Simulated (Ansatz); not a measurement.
The cluster Cu4S4 was relaxed with PBE-D4 (def2-SVP, def2-SVPD) in Ansatz in these states: charge -1 doublet, neutral singlet. The geometries follow in no particular order.

A:

Cartesian coordinates in Å:
```
Cu -1.5593 -0.2127 0.2823
Cu -0.0740 1.4852 -0.5827
Cu 1.1032 -0.5810 0.7606
Cu 0.1179 -0.9063 -1.5782
S -0.5884 0.0828 2.2731
S -1.6233 0.4602 -1.8825
S 0.7880 1.6505 1.4721
S 1.8359 -1.9787 -0.7447
```

B:

```
atom   x (Å)   y (Å)   z (Å)
 Cu1   1.144  -1.091   0.494
 Cu2   0.266   0.567  -1.146
 Cu3  -1.311  -0.201   0.608
 Cu4   0.719   1.545   1.112
  S5  -0.691  -2.331   0.149
  S6   2.346   0.665  -0.085
  S7  -1.156  -1.122  -1.630
  S8  -1.316   1.969   0.497
```

Judge from the bond lengths which geometry belongs to which state (an estimate).

A is the charge -1 doublet (Cu2–S8 3.959 Å, Cu2–Cu3 2.731 Å, Cu3–Cu4 2.559 Å); B is the neutral singlet (Cu2–S8 2.677 Å, Cu2–Cu3 2.480 Å, Cu3–Cu4 2.724 Å).

A triplet lies near this restricted singlet, and broken spin symmetry wasn't tried. These are the stationary points nearest to one start from a short search; other shapes may lie lower in each state.
